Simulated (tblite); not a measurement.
Problem. What does the GFN2-xTB structure of `CC(C)O[Si](C)C` [radical] look like in three dimensions? (Doublet state.)

Solution. 
```xyz
20
C5H13OSi angstrom
C     -2.053   -0.158    1.461
C     -1.291   -0.221    0.140
C     -2.040    0.509   -0.971
O     -0.034    0.354    0.339
Si     1.296    0.355   -0.617
C      1.827   -1.435   -1.035
C      2.555    1.273    0.467
H     -2.188    0.880    1.754
H     -1.488   -0.666    2.239
H     -3.025   -0.632    1.360
H     -1.161   -1.275   -0.151
H     -3.033    0.086   -1.100
H     -1.488    0.424   -1.904
H     -2.129    1.562   -0.718
H      1.074   -1.955   -1.621
H      2.754   -1.458   -1.598
H      1.980   -2.002   -0.116
H      2.335    2.333    0.531
H      3.554    1.164    0.059
H      2.552    0.872    1.478
```

Any rigid rotation of these coordinates is as good. Atoms count from 1 in this order. Si5 (silicon bonded to 2 C and O) is pyramidal (angles 113.2°, 110.6° and 101.8°, sum 325.6°, 0.63 Å off the plane of its three neighbours). Of the pairs four or more bonds apart, Si5···H13 is among the closest relative to their van der Waals radii: 3.07 Å, 93 % of the sum of Bondi's values.

Bonds between heavy atoms (Å): C1–C2 1.526, C2–C3 1.526, C2–O4 1.397, O4–Si5 1.638, Si5–C6 1.914, Si5–C7 1.898.

Computed geometry: GFN2-xTB, gas phase. This method treats the open shell by occupation alone, without spin polarisation.

Point group: C1 (no symmetry element, even within 0.4 Å). Its GFN2-xTB frequencies are all real (lowest 24 cm⁻¹). Torsions: C1–C2–O4–Si5 169°, C2–O4–Si5–C6 -56°. 3 starts were optimised and ended at 0.00, 0.85 and 0.85 kcal/mol (GFN2-xTB); the lowest of these is shown.

The run took 1.5 s of wall time on an AMD EPYC 7R43 with one thread, no GPU (shared host). This is the geometry optimisation.

One conformer stands for the species.
